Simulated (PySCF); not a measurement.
C5H13O2P.
Geometry (PBE0-D3(BJ)/def2-SVP, Å), atoms numbered from 1 in this order:
```xyz
21
C5H13O2P angstrom
C      1.619    1.899   -0.197
C      1.242    0.673    0.621
C      0.596   -0.465   -0.178
C      0.570   -1.779    0.599
P     -1.059   -0.017   -0.814
C     -2.201    0.028    0.585
O     -1.103    1.188   -1.695
O     -1.528   -1.380   -1.597
H      2.355    1.636   -0.974
H      2.071    2.673    0.441
H      0.744    2.324   -0.708
H      2.144    0.261    1.107
H      0.574    0.960    1.454
H      1.175   -0.612   -1.109
H      0.065   -2.574    0.032
H      1.597   -2.110    0.816
H      0.055   -1.663    1.566
H     -2.240   -0.935    1.111
H     -3.197    0.266    0.186
H     -1.902    0.823    1.283
H     -1.657   -1.157   -2.529
```

The closed-shell ground state was solved at several levels (PySCF, density fitting, gas phase, non-relativistic).

| level | basis functions | total energy (Eh) | HOMO (eV) | LUMO (eV) | gap (eV) | dipole (D) |
| --- | --- | --- | --- | --- | --- | --- |
| CAM-B3LYP/def2-SVPD | 274 | -689.7272 | -9.02 | 1.03 | 10.05 | 3.01 |
| HF/pcSseg-1 | 208 | -687.3580 | -11.04 | 3.87 | 14.91 | 3.04 |

Task: Estimate the row for PBE0/pcSseg-1, a basis of 208 functions; the other rows only guide the guess.

Result: Total energy -689.6423 Eh, HOMO -7.53 eV, LUMO 1.01 eV, gap 8.54 eV, dipole 2.67 D.

Task: Over all these levels, which gives the widest orbital gap and which the narrowest?

Result: HF/pcSseg-1 (Hartree–Fock, all exact exchange) has the widest, 14.91 eV, and PBE0/pcSseg-1 (global hybrid, 25 % exact exchange) the narrowest, 8.54 eV. The two share the basis. From the narrowest to the widest the HOMO moves by -3.51 eV and the LUMO by +2.86 eV. The HOMO need not be the same orbital at Hartree–Fock and at DFT levels.

Task: How far do the dipole and the HOMO energy spread over the levels?

Result: The dipole runs from 2.67 to 3.04 D (mean 2.90 D) and the HOMO from -11.04 to -7.53 eV.

One conformer stands for the species.
